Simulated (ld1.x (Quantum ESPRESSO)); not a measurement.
carbon: excitation energies, all-electron against TM

```json
{
 "Element": "C",
 "Generator": "ld1.x (Quantum ESPRESSO) 7.5",
 "Type": "norm-conserving Troullier–Martins (Kleinman–Bylander form)",
 "Functional": "LDA (PZ)",
 "Relativity": "scalar-relativistic",
 "Frozen core": "[He]",
 "Valence charge": "4",
 "Reference configuration": "2s1 2p0 (charge +3)",
 "Partial waves": "2s (bound): rc 0.75 bohr; 2p (bound, empty): rc 2.15 bohr",
 "Local potential": "all-electron potential smoothed inside 0.60 bohr (lloc = -2)",
 "Core correction": "Bessel-smoothed model core inside 0.70 bohr"
}
```

Energies are relative to the spin-unpolarised reference configuration 2s1 2p0; without spin polarisation the order of configurations can differ from experiment. Spin-polarised rows fill each open shell by Hund’s rule, majority spin first.

```csv
valence configuration,charge,ΔE all-electron (eV),error AE − PS (meV)
2s2 2p2,0,-83.217,+697
2s2 2p1,+1,-72.229,+420
2s2 2p0,+2,-47.970,+42
2s2 2p1.5,+0.5,-79.188,+586
2s0 2p4,0,-66.700,+1251
2s1 2p3,0,-74.975,+962
2s1 2p0 (spin-polarised),+3,-0.989,+0.1
2s2 2p2 (spin-polarised),0,-84.345,+781
```

**Question.** What are ΔE and the potential's error for 2s2 2p2.3?

**Answer.** ΔE = -84.416 eV all-electron; the error (AE − PS) is +733 meV.

Levels in the configuration 2s1 2p3:

```tsv
level	all-electron (eV)	pseudo (eV)
2s	-14.084	-13.917
2p	-5.825	-5.935
```
